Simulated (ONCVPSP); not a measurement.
# Ca: variants of one ONCV potential

Base potential:

* Element: Ca
* Generator: ONCVPSP 4.0.1
* Type: optimised norm-conserving Vanderbilt (ONCV)
* Functional: LDA (Perdew-Zunger)
* Relativity: scalar-relativistic
* Frozen core: [Ne]
* Valence charge: 10
* Reference configuration: 3s2 3p6 (charge +2)
* Partial waves: 3s: rc 1.35 bohr, ncon 3, nbas 6, qcut 9.5 1/bohr, 2 projectors, debl 2.8 Ha; 3p: rc 1.80 bohr, ncon 4, nbas 8, qcut 9 1/bohr, 2 projectors, debl 1.1 Ha; d scattering state at 0.36 Ha: rc 1.40 bohr, ncon 4, nbas 8, qcut 7.1 1/bohr, 3 projectors, debl 0.8 Ha
* Local potential: polynomial inside 1.10 bohr (lpopt 5, dvloc0 0 Ha)
* Core correction: Teter function, fcfact 5.25, rcfact 1.1

In the p channel the program set the typed energies aside and used -1.584, 0.250 Ha. In the d channel the program set the typed energies aside and used 0.050, 0.850, 1.650 Ha.

All-electron outer shells of the reference configuration (LDA (Perdew-Zunger), scalar-relativistic, ld1.x):

```csv
shell,level (eV),outermost node (bohr),outermost maximum (bohr)
3p,-43.12,0.42,1.04
```

Cutoffs, loose and tight: the cutoffs (Ha) at which the residual kinetic energy of the hardest occupied pseudo-wave falls to 1 and 0.1 mHa per electron. They do not see the model core or the augmentation charge, which bear on the density cutoff. Test errors are all-electron minus pseudo excitation energies from the reference, over the configurations 3s2 3p6 4s2; 3s2 3p6 4s1; 3s2 3p6 4s1.5; 3s2 3p6 4s1 4p1. A dash means not determined; rows that change the core or the reference have their own tests.

A true bound ghost makes a file unfit for plane-wave use even where its test errors are small: the radial tests pick states by their node count and pass the ghost by.

| change | outcome | cutoff, loose | cutoff, tight | bound ghosts | GHOST(+) flags above zero | largest test error (meV) |
| --- | --- | --- | --- | --- | --- | --- |
| base | generated, projector energies reset by the program | 29 Ha | 34 Ha | d | s | +1.0 |
| core correction Teter function, fcfact 5.25, rcfact 0.98 | generated, projector energies reset by the program | 29 Ha | 34 Ha | d | s | +1.1 |
| core correction Teter function, fcfact 5.25, rcfact 1.06 | generated, projector energies reset by the program | 29 Ha | 34 Ha | d | s | +1.1 |
| core correction Teter function, fcfact 5.25, rcfact 1.24 | generated, projector energies reset by the program | 29 Ha | 34 Ha | d | s | +1.1 |
| core correction Teter function, fcfact 5.25, rcfact 1.38 | generated, projector energies reset by the program | 29 Ha | 34 Ha | d | s | +1.0 |
| core correction Teter function, fcfact 5.25, rcfact 1.52 | generated, projector energies reset by the program | 29 Ha | 34 Ha | d | s | +1.0 |
| core correction Teter function, fcfact 5.25, rcfact 1.6 | generated, projector energies reset by the program | 29 Ha | 34 Ha | d | s | +1.0 |
| core correction Teter function, fcfact 5.25, rcfact 1.76 | generated, projector energies reset by the program | 29 Ha | 34 Ha | d | s | +0.9 |
| core correction Teter function, fcfact 5.25, rcfact 1.92 | generated, projector energies reset by the program | 29 Ha | 34 Ha | d | s | +0.7 |
| core correction Teter function, fcfact 5.25, rcfact 2 | generated, projector energies reset by the program | 29 Ha | 34 Ha | d | s | +0.5 |

Reading the sweep of the rcfact (base included, trends over the rows without a ghost): Bound ghosts are found at 0.98, 1.06, 1.1, 1.24, 1.38, 1.52, 1.6, 1.76, 1.92, 2. Every judged row has one, so this setting neither creates nor removes them.
